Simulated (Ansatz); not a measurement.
All numbers were calculated with Ansatz.

A structure relaxed at PBE0-D4/def2-TZVP, charge 0, multiplicity 1:

```json
{"atom": "C1", "x (Å)": "0.362", "y (Å)": "1.181", "z (Å)": "-0.416"}
{"atom": "O2", "x (Å)": "0.523", "y (Å)": "0.200", "z (Å)": "0.591"}
{"atom": "Ga3", "x (Å)": "-0.340", "y (Å)": "-1.327", "z (Å)": "0.564"}
{"atom": "F4", "x (Å)": "-1.433", "y (Å)": "-1.639", "z (Å)": "-0.759"}
{"atom": "Cl5", "x (Å)": "-0.102", "y (Å)": "-2.785", "z (Å)": "2.061"}
{"atom": "H6", "x (Å)": "0.003", "y (Å)": "2.108", "z (Å)": "0.040"}
{"atom": "H7", "x (Å)": "-0.344", "y (Å)": "0.884", "z (Å)": "-1.198"}
{"atom": "H8", "x (Å)": "1.332", "y (Å)": "1.378", "z (Å)": "-0.883"}
```

**Question.** Give its formula and SMILES.

**Answer.** CH3ClFGaO, `C[O][Ga]([F])[Cl]`.

**Question.** Point group (tolerance 0.08 Å, 0.16 Å for H)?

**Answer.** Cs.

**Question.** Summarise the bond lengths by kind.

**Answer.** 1 × C–O 1.416 Å; 3 × C–H 1.094 to 1.095 Å; 1 × Ga–O 1.755 Å; 1 × F–Ga 1.744 Å; 1 × Cl–Ga 2.103 Å.
